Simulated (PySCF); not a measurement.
C₃H₈BNO, SMILES C1[C@H](OB1N)C.

Coordinates come from a B3LYP-D3(BJ)/def2-SVP optimisation. The structure was generated by enumeration; whether it is a known compound was not checked. One conformer was computed; it need not be the lowest.

Calculation: B3LYP-D3(BJ)/def2-SVP (PySCF).

No scaling factor is applied to the harmonic values.

Computed harmonic wavenumbers and intensities:
| mode | ν (cm⁻¹) | IR (km/mol) | Raman (Å⁴/amu) | depolarisation | moving atoms (share of kinetic energy) |
|---|---|---|---|---|---|
| 1 | 95 | 3.4 | 0.6 | 0.72 | C 28 %, O 24 %, H 23 %, N 23 % |
| 2 | 247 | 1.4 | 0.1 | 0.40 | H 82 % |
| 3 | 293 | 2.6 | 0.4 | 0.64 | H 50 %, C 20 %, O 15 %, N 9 % |
| 4 | 371 | 26.0 | 1.5 | 0.68 | H 52 %, B 32 %, C 14 % |
| 5 | 382 | 50.2 | 0.7 | 0.75 | H 54 %, C 25 %, O 10 % |
| 6 | 386 | 104.2 | 0.2 | 0.72 | H 65 %, N 18 %, B 8 % |
| 7 | 439 | 0.5 | 1.7 | 0.32 | H 45 %, C 32 %, O 15 % |
| 8 | 549 | 13.0 | 0.9 | 0.75 | H 80 %, B 10 % |
| 9 | 617 | 2.2 | 6.4 | 0.32 | N 34 %, C 25 %, H 21 %, O 11 %, B 9 % |
| 10 | 763 | 0.9 | 4.1 | 0.75 | H 44 %, C 43 % |
| 11 | 839 | 4.2 | 1.4 | 0.34 | H 50 %, C 26 %, N 11 % |
| 12 | 861 | 14.3 | 3.0 | 0.60 | H 39 %, C 28 %, O 19 %, B 12 % |
| 13 | 880 | 33.8 | 6.4 | 0.28 | H 33 %, O 31 %, C 30 % |
| 14 | 938 | 11.2 | 11.3 | 0.13 | C 39 %, H 28 %, O 24 %, N 9 % |
| 15 | 979 | 6.6 | 2.2 | 0.46 | H 82 %, C 9 %, B 8 % |
| 16 | 1055 | 51.0 | 1.2 | 0.73 | H 47 %, C 42 %, O 9 % |
| 17 | 1093 | 4.8 | 4.2 | 0.64 | H 58 %, C 34 % |
| 18 | 1134 | 38.2 | 3.3 | 0.66 | H 49 %, C 47 % |
| 19 | 1185 | 11.5 | 2.7 | 0.19 | H 49 %, C 41 % |
| 20 | 1211 | 42.8 | 4.8 | 0.62 | H 49 %, B 28 %, C 13 %, O 8 % |
| 21 | 1334 | 58.9 | 5.2 | 0.75 | H 47 %, B 22 %, C 21 %, O 8 % |
| 22 | 1358 | 48.5 | 3.7 | 0.64 | H 76 %, C 21 % |
| 23 | 1399 | 57.4 | 3.6 | 0.75 | H 65 %, C 31 % |
| 24 | 1408 | 48.5 | 10.9 | 0.73 | H 79 %, C 9 %, B 9 % |
| 25 | 1453 | 5.7 | 13.7 | 0.73 | H 93 % |
| 26 | 1466 | 4.7 | 11.1 | 0.75 | H 91 % |
| 27 | 1476 | 53.0 | 10.2 | 0.73 | H 63 %, B 26 %, C 8 % |
| 28 | 1608 | 355.8 | 6.4 | 0.55 | H 45 %, B 29 %, N 24 % |
| 29 | 3027 | 16.3 | 117.6 | 0.01 | H 97 % |
| 30 | 3036 | 42.1 | 148.1 | 0.29 | H 92 % |
| 31 | 3070 | 9.3 | 116.6 | 0.09 | H 94 % |
| 32 | 3114 | 26.1 | 57.9 | 0.67 | H 90 %, C 10 % |
| 33 | 3117 | 18.4 | 86.5 | 0.73 | H 90 %, C 10 % |
| 34 | 3128 | 14.8 | 72.4 | 0.69 | H 90 %, C 10 % |
| 35 | 3604 | 43.1 | 155.8 | 0.14 | H 96 % |
| 36 | 3712 | 37.2 | 72.5 | 0.74 | H 91 %, N 9 % |
